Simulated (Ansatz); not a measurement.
Stepwise reaction of `OB(Br)Br` with water, as a gas-phase model of exchange steps in deposition or etching. ΔE in kJ/mol.

Program: Ansatz. Geometries: PBE0-D4/def2-TZVP. ΔE: electronic, gas phase. CCSD(T)/CBS adds triple-zeta CCSD(T) − MP2 to the extrapolated MP2 energy (def2 sets, frozen cores). This one scheme is used for every species. DFT in def2-TZVPP. B3LYP here is the variant with VWN-RPA as its local correlation; programs differ in this. For Br outer-core shells are correlated without core-valence functions, which leaves a few kJ/mol of doubt a bond. Scalar relativity is left out up to krypton. One conformer a species, not always the lowest.

```csv
step,reaction,PBE-D4,B3LYP-D4,ωB97M-V,CCSD(T)/CBS
1,`OB(Br)Br` + H₂O → `OB(O)Br` + HBr,-53.2,-62.4,-62.3,-53.0
2,`OB(O)Br` + H₂O → `OB(O)O` + HBr,-43.8,-53.0,-51.6,-46.1
```

Q: By hand: ΔE of the 2 steps together at CCSD(T)/CBS.

A: (-53.0) + (-46.1) = -99.1 kJ/mol, or -49.5 kJ/mol a step.

In ΔE each step is higher than the one before. All are downhill at CCSD(T)/CBS. PBE-D4 differs from CCSD(T)/CBS by -0.2 to 2.3 kJ/mol a step. Isolated molecules leave out the surface, adducts and barriers. Largest T1 diagnostic: 0.012.
